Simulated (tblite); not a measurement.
A geometry optimisation, step by step.

Species: C4H15FSi3.
Bonds: F1–C2, C2–C3, C3–C4, C4–Si5, C4–Si6, C4–C7, C7–Si8. Hydrogens: H9, H10 on C2; H11, H12 on C3; H13, H14, H15 on Si5; H16, H17, H18 on Si6; H19, H20 on C7; H21, H22, H23 on Si8.

Computed with GFN2-xTB (tblite), gas phase: L-BFGS steps from a force-field or distance-geometry start until the largest atomic force falls under 0.01 eV/Å. 5 of its 81 geometries are shown.

Step 0: E = -710.4464 eV, largest atomic force 1.479 eV/Å
```
atom  x, y, z in Å  |  force x, y, z in eV/Å
F1      0.698    0.406    2.557   -0.404   0.334   0.640
C2      1.656   -0.039    1.717    0.570  -0.784  -0.105
C3      1.043   -0.815    0.567   -1.170   0.298  -0.854
C4      0.133    0.029   -0.425    0.455  -0.061  -0.706
Si5    -0.473   -1.110   -1.916   -0.344   0.100   0.749
Si6     1.226    1.257   -1.528   -0.009   0.066   1.047
C7     -1.035    0.819    0.261    0.997  -0.034  -0.089
Si8    -2.357   -0.101    1.238   -0.319  -0.566   0.376
H9      2.312   -0.710    2.311   -0.218   0.148  -0.123
H10     2.253    0.809    1.402    0.022   0.340  -0.230
H11     0.434   -1.631    0.984    0.029   0.258   0.007
H12     1.847   -1.294    0.009    0.035   0.159  -0.121
H13     0.691   -1.700   -2.614   -0.217   0.157   0.090
H14    -1.266   -2.220   -1.354    0.073   0.095  -0.136
H15    -1.332   -0.309   -2.839    0.353  -0.303   0.300
H16     1.814    2.263   -0.592   -0.135  -0.177  -0.390
H17     2.347    0.512   -2.154   -0.301   0.207   0.108
H18     0.380    1.950   -2.523    0.222  -0.161   0.205
H19    -0.609    1.569    0.948    0.027  -0.190  -0.271
H20    -1.573    1.398   -0.489    0.145   0.010  -0.270
H21    -1.760   -1.024    2.227   -0.160   0.212  -0.149
H22    -3.255    0.867    1.919    0.277  -0.188  -0.166
H23    -3.178   -0.899    0.304    0.071   0.078   0.089
```

Step 20: E = -710.7836 eV, largest atomic force 0.087 eV/Å
```
atom  x, y, z in Å  |  force x, y, z in eV/Å
F1      0.704    0.392    2.592    0.054  -0.027  -0.049
C2      1.617   -0.046    1.660    0.006  -0.039  -0.028
C3      0.960   -0.803    0.510    0.001   0.022   0.028
C4      0.156    0.040   -0.489   -0.023  -0.008   0.039
Si5    -0.524   -1.148   -1.828   -0.011  -0.053  -0.026
Si6     1.260    1.307   -1.408    0.030   0.039  -0.035
C7     -0.979    0.814    0.200    0.005   0.000   0.022
Si8    -2.290   -0.150    1.196    0.053   0.039  -0.032
H9      2.302   -0.709    2.205   -0.011   0.063  -0.023
H10     2.159    0.839    1.304   -0.043  -0.052   0.055
H11     0.314   -1.573    0.944    0.027   0.024   0.013
H12     1.771   -1.313   -0.020   -0.048   0.010   0.004
H13     0.620   -1.735   -2.536   -0.037   0.013  -0.023
H14    -1.295   -2.248   -1.247    0.005   0.001   0.035
H15    -1.369   -0.388   -2.747   -0.002  -0.021  -0.030
H16     1.817    2.347   -0.540   -0.015   0.007   0.058
H17     2.375    0.595   -2.038    0.006   0.028  -0.008
H18     0.429    1.985   -2.405    0.042  -0.015  -0.019
H19    -0.545    1.557    0.877   -0.016  -0.001  -0.020
H20    -1.516    1.393   -0.560    0.033  -0.036   0.017
H21    -1.740   -1.045    2.209    0.034   0.000   0.023
H22    -3.117    0.864    1.850   -0.060   0.005   0.026
H23    -3.111   -0.948    0.281   -0.033   0.000  -0.027
```

Step 40: E = -710.7941 eV, largest atomic force 0.036 eV/Å
```
atom  x, y, z in Å  |  force x, y, z in eV/Å
F1      0.723    0.354    2.603    0.006  -0.006  -0.017
C2      1.624   -0.053    1.646    0.004  -0.011  -0.017
C3      0.953   -0.805    0.502   -0.003   0.002  -0.017
C4      0.154    0.039   -0.500   -0.001   0.001   0.001
Si5    -0.537   -1.163   -1.825   -0.003   0.016   0.020
Si6     1.272    1.317   -1.395   -0.014  -0.012   0.031
C7     -0.977    0.820    0.188   -0.003   0.001  -0.004
Si8    -2.289   -0.136    1.188   -0.011  -0.007   0.012
H9      2.335   -0.706    2.165    0.005  -0.001   0.016
H10     2.142    0.846    1.298   -0.006   0.004   0.007
H11     0.301   -1.562    0.948    0.021   0.002  -0.004
H12     1.751   -1.329   -0.033   -0.009  -0.010   0.006
H13     0.585   -1.750   -2.563    0.006   0.007  -0.008
H14    -1.278   -2.252   -1.187   -0.002  -0.021   0.000
H15    -1.410   -0.437   -2.747   -0.003   0.004  -0.001
H16     1.757    2.349   -0.474    0.002   0.027   0.002
H17     2.428    0.643   -1.989    0.008  -0.007   0.004
H18     0.485    1.991   -2.428   -0.002  -0.009  -0.022
H19    -0.541    1.567    0.858   -0.002  -0.001   0.012
H20    -1.510    1.393   -0.577   -0.009   0.008  -0.006
H21    -1.716   -1.016    2.205   -0.005  -0.001  -0.005
H22    -3.142    0.853    1.854    0.011   0.004  -0.022
H23    -3.113   -0.938    0.274    0.009   0.012   0.011
```

Step 60: E = -710.7986 eV, largest atomic force 0.025 eV/Å
```
atom  x, y, z in Å  |  force x, y, z in eV/Å
F1      0.747    0.318    2.602   -0.002  -0.006  -0.002
C2      1.640   -0.070    1.630    0.001   0.007  -0.008
C3      0.958   -0.817    0.491   -0.013   0.002  -0.001
C4      0.152    0.037   -0.497   -0.004   0.007   0.000
Si5    -0.548   -1.159   -1.821    0.006   0.008   0.005
Si6     1.273    1.320   -1.382   -0.013  -0.008   0.006
C7     -0.974    0.819    0.198   -0.002  -0.001   0.002
Si8    -2.301   -0.122    1.191   -0.004  -0.004  -0.002
H9      2.367   -0.717    2.135    0.000   0.004   0.004
H10     2.137    0.839    1.280    0.022   0.010   0.005
H11     0.311   -1.576    0.940   -0.015  -0.002   0.005
H12     1.747   -1.341   -0.056   -0.005   0.004   0.012
H13     0.572   -1.690   -2.604    0.000  -0.010  -0.012
H14    -1.232   -2.281   -1.177   -0.005  -0.017  -0.004
H15    -1.472   -0.449   -2.703   -0.006   0.013  -0.003
H16     1.647    2.421   -0.488    0.002   0.002   0.004
H17     2.495    0.664   -1.855    0.004   0.001  -0.003
H18     0.539    1.902   -2.505    0.001  -0.008  -0.008
H19    -0.535    1.558    0.874    0.001   0.000  -0.001
H20    -1.504    1.400   -0.565    0.014   0.011   0.004
H21    -1.746   -0.991    2.226    0.001   0.002  -0.005
H22    -3.155    0.890    1.820    0.006  -0.008   0.002
H23    -3.122   -0.927    0.277    0.012  -0.007   0.000
```

Step 80: E = -710.7998 eV, largest atomic force 0.008 eV/Å
```
atom  x, y, z in Å  |  force x, y, z in eV/Å
F1      0.757    0.327    2.604    0.001   0.005  -0.005
C2      1.643   -0.068    1.629    0.005  -0.001   0.001
C3      0.951   -0.818    0.497    0.001  -0.001   0.000
C4      0.151    0.037   -0.495   -0.003  -0.003   0.001
Si5    -0.554   -1.154   -1.823   -0.003  -0.002  -0.003
Si6     1.274    1.315   -1.384   -0.003   0.000   0.004
C7     -0.970    0.823    0.204    0.001   0.000   0.000
Si8    -2.299   -0.126    1.187    0.004   0.004  -0.005
H9      2.368   -0.717    2.133    0.003  -0.004   0.001
H10     2.146    0.836    1.275   -0.001   0.001  -0.002
H11     0.296   -1.565    0.954   -0.002   0.002   0.001
H12     1.733   -1.355   -0.047    0.003   0.000  -0.002
H13     0.557   -1.671   -2.629    0.000   0.002   0.002
H14    -1.224   -2.294   -1.193    0.002   0.005   0.001
H15    -1.492   -0.434   -2.683   -0.002   0.001   0.001
H16     1.612    2.438   -0.503    0.006   0.001   0.004
H17     2.515    0.670   -1.821   -0.001  -0.003   0.002
H18     0.556    1.862   -2.535    0.001  -0.001  -0.002
H19    -0.524    1.550    0.888   -0.007   0.002  -0.002
H20    -1.493    1.417   -0.553    0.001  -0.002   0.002
H21    -1.742   -0.988    2.227   -0.005   0.003   0.000
H22    -3.164    0.879    1.811   -0.003  -0.003   0.003
H23    -3.102   -0.940    0.267    0.001  -0.006   0.000
```

**Question.** Summarise the path.

**Answer.** The energy falls by 34.10 kJ/mol from step 0 to step 80; nine tenths of that is first reached at step 14. It falls at every step. The largest force goes from 1.479 to 0.008 eV/Å. Among the bonds C4–Si6 changes most, from 1.979 to 1.920 Å; the atoms move by 0.169 Å rms after alignment.

**Question.** Follow the three bonds and two angles with the largest change from start to end.

**Answer.** 
```csv
step,E above end (kJ/mol),largest force (eV/Å),C4–Si6 (Å),C4–Si5 (Å),C3–C4 (Å),Si5–C4–Si6 (°),C4–Si6–H16 (°)
0,34.10,1.479,1.979,1.972,1.588,96.1,106.6
3,15.06,0.441,1.922,1.926,1.547,99.9,110.5
7,6.76,0.196,1.919,1.917,1.536,102.0,112.8
10,5.01,0.135,1.922,1.921,1.533,103.5,113.6
14,3.12,0.165,1.924,1.922,1.535,105.6,113.8
17,1.97,0.113,1.920,1.918,1.533,106.0,114.0
21,1.40,0.099,1.916,1.915,1.535,106.3,113.6
24,1.06,0.071,1.920,1.918,1.533,106.7,113.0
28,0.79,0.037,1.920,1.917,1.534,107.4,112.7
31,0.70,0.035,1.920,1.918,1.536,107.6,112.4
35,0.63,0.039,1.918,1.917,1.534,107.7,112.1
38,0.57,0.022,1.919,1.917,1.535,107.7,111.7
42,0.49,0.041,1.919,1.918,1.534,107.9,111.5
45,0.39,0.035,1.918,1.917,1.534,108.1,111.6
49,0.30,0.032,1.920,1.918,1.535,108.3,111.5
52,0.26,0.027,1.918,1.917,1.534,108.3,111.7
56,0.18,0.029,1.919,1.917,1.534,108.1,111.8
59,0.13,0.027,1.920,1.917,1.535,108.2,111.7
63,0.09,0.026,1.919,1.916,1.534,108.0,111.8
66,0.06,0.025,1.920,1.917,1.534,108.0,111.8
70,0.03,0.015,1.919,1.917,1.534,108.1,111.6
73,0.02,0.011,1.919,1.918,1.534,108.0,111.6
77,0.01,0.014,1.920,1.917,1.534,108.0,111.5
80,0.00,0.008,1.920,1.917,1.534,107.9,111.5
```

What follows is the cost of the whole relaxation. Hardware: an Arm Neoverse V2 with one thread, shared host. Cost: 0.72 s of wall time.
